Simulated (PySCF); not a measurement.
Compound: C4H8OSi2.
Z-matrix (Å and degrees, GFN2-xTB geometry), rows numbered from 1:
```
Si
O   1  1.6198
Si  2  1.6198  1  163.99
C   3  1.8893  2  115.41  1   -68.03
C   4  1.3370  3  109.08  2   121.11
C   5  1.4598  4  116.39  3    -2.33
C   6  1.3371  5  116.37  4     0.05
H   1  1.4618  2  109.19  3    12.02
H   1  1.4617  2  105.77  3  -108.29
H   1  1.4612  2  105.24  3   132.43
H   3  1.4603  2  104.88  1   163.01
H   4  1.0770  3  128.72  2   -61.65
H   5  1.0816  4  124.29  3   178.37
H   6  1.0815  5  119.25  4  -179.18
H   7  1.0772  3  128.76  2    61.83
```

PySCF, density fitting, gas phase, GFN2-xTB geometry. The standard run uses grid level 2 after a coarse-grid start, the def2-universal JK fitting basis (with tight functions added where the orbital basis needs them), an energy threshold of 1e-9 Eh and DIIS. The changed runs have no coarse-grid stage.

Standard PBE0/pcSseg-1: E = -810.914741 Eh, HOMO -6.713 eV, LUMO -1.736 eV, dipole 0.634 D, 14 cycles (coarse-grid cycles included). What changes at PBE0/pcSseg-1 with: grid level 1, energy threshold 1e-08 Eh?

E = -810.914706 Eh (+0.035 mEh), HOMO -6.713 eV (0.000), LUMO -1.736 eV (0.000), dipole 0.634 D (0.000), 9 SCF cycles. Of the changed settings only the grid enters the energy expression; the total energy moves by 0.02 kcal/mol.

The cycles:
```
cycle   1  E = -810.7909754138  dE =  9.431e-01  |g| = 8.089e-01  |ddm| = 3.665e+00
cycle   2  E = -810.6157442105  dE =  1.752e-01  |g| = 1.251e+00  |ddm| = 1.578e+00
cycle   3  E = -810.9102070408  dE = -2.945e-01  |g| = 1.382e-01  |ddm| = 1.117e+00
cycle   4  E = -810.9142153404  dE = -4.008e-03  |g| = 4.237e-02  |ddm| = 1.638e-01
cycle   5  E = -810.9146647367  dE = -4.494e-04  |g| = 1.283e-02  |ddm| = 4.966e-02
cycle   6  E = -810.9146996647  dE = -3.493e-05  |g| = 4.814e-03  |ddm| = 1.338e-02
cycle   7  E = -810.9147055201  dE = -5.855e-06  |g| = 7.096e-04  |ddm| = 4.748e-03
cycle   8  E = -810.9147056477  dE = -1.276e-07  |g| = 1.150e-04  |ddm| = 9.190e-04
cycle   9  E = -810.9147056508  dE = -3.138e-09  |g| = 4.191e-05  |ddm| = 1.752e-04
```
